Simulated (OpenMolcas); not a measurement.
## Tm2+: effect of the metal basis and ligand basis

Tm2+ with 6 ligands (bromide) in octahedral coordination (Oh) at 2.94 Å. A charge of +0.667 e stands 3.2 Å behind each ligand.

```yaml
Program: OpenMolcas
Method: "SS-CASPT2, IPEA 0.25 Eh, imaginary shift 0.1 Eh (closed shells correlated: 5s 5p and the ligand valence shells)"
Spin-orbit_coupling: state interaction with AMFI integrals over the reference wave functions
```

Fixed: active space 13 electrons in 7 orbitals (4f), DKH2 Hamiltonian.

States (labels of O, the rotations of Oh). Energies in cm-1 above the lowest state or level, χT in cm3 K/mol; under a threefold ground state the first gap can be a small split of the lowest multiplet, not the spin-orbit step.

| Run | Metal basis | Ligand basis | Ground state | First state of that spin | First gap with spin-orbit (degeneracies) | Width of lowest J | χT at 300 K | Cost |
| --- | --- | --- | --- | --- | --- | --- | --- | --- |
| A | ANO-RCC-VDZP | ANO-RCC-VDZP | 2T1 | 2T2 78 | 48 (2, 4) | 132 | 2.559 | roughly 80 core-seconds |
| B | ANO-RCC-VTZP | ANO-RCC-VTZP | 2T1 | 2T2 110 | 67 (2, 4) | 145 | 2.555 | roughly 6 core-minutes |

Against A, the width of the lowest J multiplet changes by +9.8 % in B.

Costs are those of the CASPT2 steps.

Roots that are degenerate in the reference are averaged as groups; the widest CASPT2 spread within a group is 52 cm-1 (the 3-fold group of multiplicity 2 near 78 cm-1 above the lowest state of its run, A). Shifts and gaps below about the spread of the groups concerned are not significant. Over all roots computed the reference weight is 0.65 in A, 0.61 in B; a low but even weight reflects the number of correlated electrons. Splittings of an f shell from a small cluster at a set distance can be off by tens of per cent, mostly too small. No measured value stands beside these numbers; the geometry is a model, was not optimised and need not be the one that this ion takes.
